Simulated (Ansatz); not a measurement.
Si4NH13, closed shell: a relaxation.

in.yaml

```yaml
crystal:
  periodic: [false, false, false]
  atoms:
    - {symbol: Si, position_ang: [-0.068179, 1.330421, -0.047079]}
    - {symbol: Si, position_ang: [0.545446, -2.030340, 0.243376]}
    - {symbol: Si, position_ang: [-0.253576, 0.460586, -2.236192]}
    - {symbol: Si, position_ang: [-1.601365, 0.375204, 1.486326]}
    - {symbol: H, position_ang: [-0.123800, 2.794786, -0.030998]}
    - {symbol: H, position_ang: [1.346409, -0.358171, 0.528062]}
    - {symbol: N, position_ang: [1.562849, 1.070171, 0.597326]}
    - {symbol: H, position_ang: [1.711914, -2.871484, -0.117043]}
    - {symbol: H, position_ang: [-0.494722, -2.461671, -0.766204]}
    - {symbol: H, position_ang: [0.015541, -2.633635, 1.511712]}
    - {symbol: H, position_ang: [-0.603035, 1.590457, -3.159784]}
    - {symbol: H, position_ang: [1.049938, -0.089966, -2.675433]}
    - {symbol: H, position_ang: [-1.326379, -0.563238, -2.335957]}
    - {symbol: H, position_ang: [-0.913089, 0.110824, 2.767339]}
    - {symbol: H, position_ang: [-2.676586, 1.377154, 1.753711]}
    - {symbol: H, position_ang: [-2.249647, -0.845525, 0.946483]}
    - {symbol: H, position_ang: [2.331830, 1.370825, -0.010707]}
    - {symbol: H, position_ang: [1.746452, 1.373803, 1.545262]}
basis:
  gaussian: {orbitals: def2-TZVP}
hamiltonian: {xc: pbe0, dispersion: d4}
relax: {f_tol: 0.005, max_steps: 200}
```

Run by:

```bash
ansatz run in.yaml --threads 2 --pin off --events-out ev --progress --plain --max-ram 20480MiB --backend cuda --devices 0, --max-vram 18GiB
```

Output of Ansatz 0.2.0:

```
Functional definition: PBE0
  name "PBE0"
  cite "Adamo & Barone, J. Chem. Phys. 110, 6158 (1999) doi:10.1063/1.478522"
  cite "Perdew, Burke & Ernzerhof, Phys. Rev. Lett. 77, 3865 (1996) doi:10.1103/PhysRevLett.77.3865"
  parent pbe
  parameter a = 0.25
  parameter kappa = 0.804
  parameter beta = 0.06672455060314922
  exchange = (1 - a)*pbe_x(kappa = kappa, mu = beta*pi^2/3) + a*exact_x
  correlation = pbe_c(beta = beta)
1799 factors; their error is unknown
mean field evaluation 1: about -33191.5664 eV, gradient 5.2e1 eV
mean field evaluation 2: about -33184.6280 eV, gradient 7.4e1 eV
mean field evaluation 4: about -33196.8175 eV, gradient 3.1e0 eV
mean field evaluation 8: about -33196.8514 eV, gradient 3.7e-2 eV
mean field evaluation 16: about -33196.9823 eV, gradient 6.5e-5 eV
mean field -33196.98225907 eV, -1219.9665962979 hartree, gradient 6.5e-5 eV, S^2 0.000000; 0 other end points of the search recorded, 0 dependent functions left out
the calculation of the forces begins
reference -33196.98230481 eV, -1219.9665979788 hartree; 38, 38 occupied and 219, 219 virtual orbitals, 1799 factors
relax step   1: F+E_penalty+E_count = -33197.46619170 eV  Δ(F+E_penalty+E_count) = +0.000e0 eV  max|allowed force component| = 1.134e0 eV/Å  Δτ_max = 0.0000 Å  (27 SCF iters, accepted)
relax step   2: F+E_penalty+E_count = -33197.80948264 eV  Δ(F+E_penalty+E_count) = -3.433e-1 eV  max|allowed force component| = 2.015e0 eV/Å  Δτ_max = 0.1932 Å  (30 SCF iters, accepted)
relax step   3: F+E_penalty+E_count = -33198.22231762 eV  Δ(F+E_penalty+E_count) = -4.128e-1 eV  max|allowed force component| = 1.800e0 eV/Å  Δτ_max = 0.1945 Å  (30 SCF iters, accepted)
relax step   4: F+E_penalty+E_count = -33198.50725637 eV  Δ(F+E_penalty+E_count) = -2.849e-1 eV  max|allowed force component| = 1.158e0 eV/Å  Δτ_max = 0.1947 Å  (30 SCF iters, accepted)
relax step   5: F+E_penalty+E_count = -33198.74650782 eV  Δ(F+E_penalty+E_count) = -2.393e-1 eV  max|allowed force component| = 6.207e-1 eV/Å  Δτ_max = 0.1999 Å  (29 SCF iters, accepted)
relax step   6: F+E_penalty+E_count = -33198.86274563 eV  Δ(F+E_penalty+E_count) = -1.162e-1 eV  max|allowed force component| = 2.485e-1 eV/Å  Δτ_max = 0.2000 Å  (29 SCF iters, accepted)
relax step   7: F+E_penalty+E_count = -33198.89293003 eV  Δ(F+E_penalty+E_count) = -3.018e-2 eV  max|allowed force component| = 2.288e-1 eV/Å  Δτ_max = 0.2000 Å  (28 SCF iters, accepted)
relax step   8: F+E_penalty+E_count = -33198.90668702 eV  Δ(F+E_penalty+E_count) = -1.376e-2 eV  max|allowed force component| = 5.706e-2 eV/Å  Δτ_max = 0.0874 Å  (30 SCF iters, accepted)
relax step   9: F+E_penalty+E_count = -33198.90952936 eV  Δ(F+E_penalty+E_count) = -2.842e-3 eV  max|allowed force component| = 5.324e-2 eV/Å  Δτ_max = 0.0784 Å  (30 SCF iters, accepted)
relax step  10: F+E_penalty+E_count = -33198.91183812 eV  Δ(F+E_penalty+E_count) = -2.309e-3 eV  max|allowed force component| = 8.666e-2 eV/Å  Δτ_max = 0.0607 Å  (30 SCF iters, accepted)
relax step  11: F+E_penalty+E_count = -33198.91405566 eV  Δ(F+E_penalty+E_count) = -2.218e-3 eV  max|allowed force component| = 1.637e-1 eV/Å  Δτ_max = 0.1447 Å  (28 SCF iters, accepted)
relax step  12: F+E_penalty+E_count = -33198.91614287 eV  Δ(F+E_penalty+E_count) = -2.087e-3 eV  max|allowed force component| = 1.273e-1 eV/Å  Δτ_max = 0.0480 Å  (30 SCF iters, accepted)
relax step  13: F+E_penalty+E_count = -33198.92215556 eV  Δ(F+E_penalty+E_count) = -6.013e-3 eV  max|allowed force component| = 2.700e-2 eV/Å  Δτ_max = 0.1088 Å  (29 SCF iters, accepted)
relax step  14: F+E_penalty+E_count = -33198.92569629 eV  Δ(F+E_penalty+E_count) = -3.541e-3 eV  max|allowed force component| = 1.212e-1 eV/Å  Δτ_max = 0.1959 Å  (28 SCF iters, accepted)
relax step  15: F+E_penalty+E_count = -33198.92740173 eV  Δ(F+E_penalty+E_count) = -1.705e-3 eV  max|allowed force component| = 9.420e-2 eV/Å  Δτ_max = 0.0542 Å  (30 SCF iters, accepted)
relax step  16: F+E_penalty+E_count = -33198.93016478 eV  Δ(F+E_penalty+E_count) = -2.763e-3 eV  max|allowed force component| = 6.998e-2 eV/Å  Δτ_max = 0.0883 Å  (30 SCF iters, accepted)
relax step  17: F+E_penalty+E_count = -33198.93237492 eV  Δ(F+E_penalty+E_count) = -2.210e-3 eV  max|allowed force component| = 1.238e-1 eV/Å  Δτ_max = 0.1194 Å  (28 SCF iters, accepted)
relax step  18: F+E_penalty+E_count = -33198.93441153 eV  Δ(F+E_penalty+E_count) = -2.037e-3 eV  max|allowed force component| = 1.228e-1 eV/Å  Δτ_max = 0.0462 Å  (30 SCF iters, accepted)
relax step  19: F+E_penalty+E_count = -33198.93803372 eV  Δ(F+E_penalty+E_count) = -3.622e-3 eV  max|allowed force component| = 7.585e-2 eV/Å  Δτ_max = 0.1028 Å  (29 SCF iters, accepted)
relax step  20: F+E_penalty+E_count = -33198.93915129 eV  Δ(F+E_penalty+E_count) = -1.118e-3 eV  max|allowed force component| = 1.269e-1 eV/Å  Δτ_max = 0.1226 Å  (28 SCF iters, accepted)
relax step  21: F+E_penalty+E_count = -33198.94168275 eV  Δ(F+E_penalty+E_count) = -2.531e-3 eV  max|allowed force component| = 9.231e-2 eV/Å  Δτ_max = 0.0263 Å  (31 SCF iters, accepted)
relax step  22: F+E_penalty+E_count = -33198.94495045 eV  Δ(F+E_penalty+E_count) = -3.268e-3 eV  max|allowed force component| = 1.732e-2 eV/Å  Δτ_max = 0.0944 Å  (29 SCF iters, accepted)
relax step  23: F+E_penalty+E_count = -33198.94690808 eV  Δ(F+E_penalty+E_count) = -1.958e-3 eV  max|allowed force component| = 1.339e-1 eV/Å  Δτ_max = 0.1965 Å  (28 SCF iters, accepted)
relax step  24: F+E_penalty+E_count = -33198.94862479 eV  Δ(F+E_penalty+E_count) = -1.717e-3 eV  max|allowed force component| = 8.218e-2 eV/Å  Δτ_max = 0.0460 Å  (31 SCF iters, accepted)
relax step  25: F+E_penalty+E_count = -33198.94999086 eV  Δ(F+E_penalty+E_count) = -1.366e-3 eV  max|allowed force component| = 4.099e-2 eV/Å  Δτ_max = 0.0717 Å  (30 SCF iters, accepted)
relax step  26: F+E_penalty+E_count = -33198.95066660 eV  Δ(F+E_penalty+E_count) = -6.757e-4 eV  max|allowed force component| = 6.954e-2 eV/Å  Δτ_max = 0.1460 Å  (29 SCF iters, accepted)
relax step  27: F+E_penalty+E_count = -33198.95160533 eV  Δ(F+E_penalty+E_count) = -9.387e-4 eV  max|allowed force component| = 3.319e-2 eV/Å  Δτ_max = 0.0168 Å  (31 SCF iters, accepted)
relax step  28: F+E_penalty+E_count = -33198.95240419 eV  Δ(F+E_penalty+E_count) = -7.989e-4 eV  max|allowed force component| = 4.964e-3 eV/Å  Δτ_max = 0.0412 Å  (30 SCF iters, accepted)
relax step  29: F+E_penalty+E_count = -33198.95276609 eV  Δ(F+E_penalty+E_count) = -3.619e-4 eV  max|allowed force component| = 3.770e-2 eV/Å  Δτ_max = 0.0724 Å  (30 SCF iters, accepted)
relax step  30: F+E_penalty+E_count = -33198.95299881 eV  Δ(F+E_penalty+E_count) = -2.327e-4 eV  max|allowed force component| = 2.841e-2 eV/Å  Δτ_max = 0.0183 Å  (31 SCF iters, accepted)
relax step  31: F+E_penalty+E_count = -33198.95322995 eV  Δ(F+E_penalty+E_count) = -2.311e-4 eV  max|allowed force component| = 2.045e-2 eV/Å  Δτ_max = 0.0314 Å  (31 SCF iters, accepted)
relax step  32: F+E_penalty+E_count = -33198.95345559 eV  Δ(F+E_penalty+E_count) = -2.256e-4 eV  max|allowed force component| = 1.435e-2 eV/Å  Δτ_max = 0.0370 Å  (30 SCF iters, accepted)
relax step  33: F+E_penalty+E_count = -33198.95359315 eV  Δ(F+E_penalty+E_count) = -1.376e-4 eV  max|allowed force component| = 2.501e-2 eV/Å  Δτ_max = 0.0367 Å  (30 SCF iters, accepted)
relax step  34: F+E_penalty+E_count = -33198.95365981 eV  Δ(F+E_penalty+E_count) = -6.666e-5 eV  max|allowed force component| = 1.990e-2 eV/Å  Δτ_max = 0.0064 Å  (23 SCF iters, accepted)
relax step  35: F+E_penalty+E_count = -33198.95371403 eV  Δ(F+E_penalty+E_count) = -5.422e-5 eV  max|allowed force component| = 1.601e-2 eV/Å  Δτ_max = 0.0049 Å  (23 SCF iters, accepted)
relax step  36: F+E_penalty+E_count = -33198.95371363 eV  Δ(F+E_penalty+E_count) = +4.018e-7 eV  max|allowed force component| = 1.169e-2 eV/Å  Δτ_max = 0.0013 Å  (22 SCF iters, rejected (line search))
relax step  37: F+E_penalty+E_count = -33198.95372578 eV  Δ(F+E_penalty+E_count) = -1.175e-5 eV  max|allowed force component| = 1.084e-2 eV/Å  Δτ_max = 0.0007 Å  (20 SCF iters, accepted)
relax step  38: F+E_penalty+E_count = -33198.95374466 eV  Δ(F+E_penalty+E_count) = -1.888e-5 eV  max|allowed force component| = 7.753e-4 eV/Å  Δτ_max = 0.0053 Å  (23 SCF iters, accepted)
relax step  39: F+E_penalty+E_count = -33198.95376232 eV  Δ(F+E_penalty+E_count) = -1.766e-5 eV  max|allowed force component| = 1.255e-2 eV/Å  Δτ_max = 0.0112 Å  (23 SCF iters, accepted)
relax step  40: F+E_penalty+E_count = -33198.95377016 eV  Δ(F+E_penalty+E_count) = -7.835e-6 eV  max|allowed force component| = 1.372e-2 eV/Å  Δτ_max = 0.0098 Å  (23 SCF iters, accepted)
relax step  41: F+E_penalty+E_count = -33198.95377954 eV  Δ(F+E_penalty+E_count) = -9.380e-6 eV  max|allowed force component| = 1.240e-2 eV/Å  Δτ_max = 0.0091 Å  (22 SCF iters, accepted)
relax step  42: F+E_penalty+E_count = -33198.95378838 eV  Δ(F+E_penalty+E_count) = -8.841e-6 eV  max|allowed force component| = 7.289e-3 eV/Å  Δτ_max = 0.0036 Å  (22 SCF iters, accepted)
relax step  43: F+E_penalty+E_count = -33198.95378900 eV  Δ(F+E_penalty+E_count) = -6.239e-7 eV  max|allowed force component| = 3.158e-3 eV/Å  Δτ_max = 0.0050 Å  (23 SCF iters, accepted)
Total energy: -33198.95383762 eV, -1220.0390504733 hartree
Atom 0 at     0.014505     1.730514    -0.016819 Å, force     0.001529    -0.000784     0.003158 eV/Å
Atom 1 at     0.531821    -2.944671     0.342866 Å, force     0.002274     0.000618     0.000391 eV/Å
Atom 2 at    -0.190436     0.921084    -2.203235 Å, force    -0.002059     0.001796    -0.000096 eV/Å
Atom 3 at    -1.548987     0.717177     1.400039 Å, force     0.000730    -0.002307    -0.001278 eV/Å
Atom 4 at    -0.332293     3.189818    -0.060175 Å, force     0.000836     0.000449    -0.002370 eV/Å
Atom 5 at     1.235265    -1.638553     0.310867 Å, force     0.000536     0.001445    -0.000886 eV/Å
Atom 6 at     1.602125     1.369348     0.561244 Å, force     0.002267     0.001763     0.002198 eV/Å
Atom 7 at     1.440857    -4.015058    -0.143985 Å, force    -0.000493    -0.000530     0.000166 eV/Å
Atom 8 at    -0.669849    -2.891132    -0.527430 Å, force    -0.001296    -0.000274    -0.000437 eV/Å
Atom 9 at     0.117485    -3.253826     1.735493 Å, force    -0.001099    -0.001201     0.000997 eV/Å
Atom 10 at    -1.482416     1.377456    -2.784570 Å, force    -0.001092     0.000377    -0.001108 eV/Å
Atom 11 at     0.915705     1.440520    -3.057181 Å, force     0.000758     0.000527     0.000089 eV/Å
Atom 12 at    -0.147933    -0.564729    -2.241589 Å, force     0.000655    -0.000893     0.000857 eV/Å
Atom 13 at    -1.283015     1.082067     2.820707 Å, force     0.000447     0.000630     0.000025 eV/Å
Atom 14 at    -2.918917     1.179120     1.046215 Å, force     0.000096     0.000045    -0.000129 eV/Å
Atom 15 at    -1.508062    -0.766040     1.291167 Å, force    -0.001317    -0.000682     0.000433 eV/Å
Atom 16 at     2.404282     1.579071    -0.011244 Å, force    -0.000668    -0.000409    -0.002579 eV/Å
Atom 17 at     1.819864     1.488035     1.537830 Å, force    -0.002103    -0.000569     0.000568 eV/Å
Dipole moment:     0.281303     0.174556     0.108723 e Å

[the SCF lines of later steps are left out]
```

Hardware: 2 CPU threads of an AMD EPYC 7R13 and a share of one NVIDIA H100, shared host. Wall time 75 s; peak host memory 0.94 GiB.
